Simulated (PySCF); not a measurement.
## Molecular orbitals of MnF

M06-L at R = 1.835 Å; Mn def2-TZVPP, F def2-TZVPP; no relativity (PySCF 2.14). State: ⁷Σ⁺ (septet), unpaired electrons σ ↑↑, π ↑↑, δ ↑↑. Only the outer orbitals are listed, counted within each symmetry.

```tsv
spin	orbital	occ.	ε (eV)	on Mn (%)	main shells (%)
α	1δ	1	-8.73	100	100 Mn d
α	1δ	1	-8.73	100	100 Mn d
α	4π	1	-7.47	54	51 Mn d, 46 F p
α	4π	1	-7.47	54	51 Mn d, 46 F p
α	9σ	1	-7.32	78	57 Mn d, 22 F p, 20 Mn s
α	10σ	1	-4.67	92	67 Mn s, 18 Mn p, 8 F p
α	5π	0	-0.87	98	93 Mn p
α	5π	0	-0.87	98	93 Mn p
α	11σ	0	1.41	102	73 Mn p, 18 Mn d, 11 Mn s
β	3π	1	-8.44	8	92 F p
β	3π	1	-8.44	8	92 F p
β	9σ	0	-3.13	101	55 Mn d, 41 Mn s
β	1δ	0	-3.12	100	100 Mn d
β	1δ	0	-3.12	100	100 Mn d
```

Question: Which are the highest filled and the lowest empty level, where do they sit, and how wide is the gap?

Answer: Highest filled α 10σ at -4.67 eV (in %: 67 Mn s, 18 Mn p, 8 F p); lowest empty β 9σ at -3.13 eV (in %: 55 Mn d, 41 Mn s); the gap at M06-L is 1.54 eV.

The bond order (Mayer) is 0.81. The ⟨S²⟩ is 12.003. The charge on Mn (Mulliken, basis-dependent) is 0.54 and the charge on Mn (Löwdin, basis-dependent) is 0.33. The dipole moment (positive dipole means Mn(−)F(+)) is -2.31 D.

Shares are Mulliken populations and can fall outside 0 to 100 %.

The state is the lowest single determinant that the PBE0 search found; with open d or f shells the true ground state can be another one.
